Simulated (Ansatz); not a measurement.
H$_{8}$N$_{2}$O$_{2}$Si$_{2}$, SMILES `N[SiH2][Si](N)(O)O` at its PBE0-D4/def2-TZVP geometry, where that method's forces vanish. Total charge 0; spin multiplicity 1.

```xyz
14

N     0.9780    0.7216   -1.8538
Si   -0.1121   -0.5439   -1.3749
Si   -0.1939   -0.3221    0.9535
N    -1.0054    1.1510    1.2716
O     1.3544   -0.2278    1.5134
O    -0.8878   -1.5711    1.7666
H     1.3382    0.7321   -2.7959
H     0.7425    1.6596   -1.5643
H     0.5058   -1.8300   -1.8050
H    -1.4679   -0.4973   -2.0125
H    -1.9356    1.2870    0.9061
H    -0.9228    1.5639    2.1897
H     1.9628    0.2395    0.9357
H    -0.3562   -2.3627    1.8699
```

Question: What forces (eV/Å) does ωB97M-V/def2-TZVPP give on these atoms in the Gaussian-basis code of Ansatz? (Estimate.)

Answer: Computed: 
```
N1   0.008  0.049 -0.031
Si2 -0.117 -0.187  0.038
Si3 -0.022  0.015 -0.214
N4  -0.041  0.051  0.025
O5   0.113  0.028 -0.014
O6  -0.014 -0.118  0.046
H7  -0.001  0.018  0.028
H8   0.024 -0.010 -0.014
H9  -0.064  0.132  0.043
H10  0.145  0.002  0.067
H11  0.014  0.012  0.015
H12 -0.015  0.000 -0.027
H13  0.001 -0.015  0.033
H14 -0.031  0.024  0.006
```
